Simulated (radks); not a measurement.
Values are calculated unless marked as measured or tabulated.
Spherical quantum dot in the effective-mass picture: electrons in a hard-walled sphere of radius 6.27, with a point charge +1 (a donor) at the centre, all in effective atomic units (hartree* = m*/eps^2 hartree, bohr* = eps/m* bohr), one dielectric constant everywhere. Level of theory: non-relativistic Kohn-Sham, LDA (Slater exchange, Perdew-Wang correlation), spin-polarised, spherical densities (a radial shooting solver with Libxc functionals). Levels are named by radial order and angular momentum (1s, 1p, 1d, 2s, ...), and open shells are averaged over m. Results are scaled to m* = 0.05 and eps = 17.9, for which hartree* = 4.246 meV and bohr* = 18.94 nm.

N = 8, configuration 1s2 1p6. This is the lowest configuration that the search found. Occupied and some empty levels:

| level | occupation | eigenvalue (meV) | <r> (nm) |
|---|---|---|---|
| 1s | 2 | 6.0915 | 55.84 |
| 1p | 6 | 6.6386 | 78.09 |
| 2s | 0 | 6.9888 | 53.37 |
| 1d | 0 | 7.2006 | 82.47 |
| 1f | 0 | 7.9278 | 85.50 |

Energy (meV): total 22.4656, kinetic 8.9361, external -11.124, Hartree 31.661, exchange-correlation -7.0074.

Electron density:

| r (nm) | n(r) (e/nm^3) |
|---|---|
| 8.97 | 0.00001143 |
| 17.9 | 5.164e-06 |
| 26.7 | 2.857e-06 |
| 35.7 | 2.048e-06 |
| 44.5 | 1.850e-06 |
| 53.4 | 1.911e-06 |
| 62.3 | 2.041e-06 |
| 71.2 | 2.092e-06 |
| 80.1 | 1.932e-06 |
| 89.0 | 1.501e-06 |
| 97.9 | 8.861e-07 |
| 107 | 3.140e-07 |
| 116 | 2.019e-08 |
